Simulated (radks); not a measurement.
Values are calculated unless marked as measured or tabulated.
The phosphorus ion P2+ is in [Ne] 3s2 3p1. Code: a radial shooting solver on a logarithmic mesh with Libxc functionals. Model: scalar-relativistic Kohn-Sham, PBE, spin-polarised, spherical densities, finite nucleus; Fermi nuclear charge, rms radius of each element as measured or else 0.836 A^(1/3) + 0.57 fm. Open shells are filled with parallel spins first. One electron is removed from 2p, 3p, 3s, 2s in turn, with full relaxation. Which removal costs least, and what does each cost?

Answer. 3p 30.082 eV; 3s 38.550 eV; 2p 165.73 eV; 2s 213.87 eV. The 3p electron leaves first.
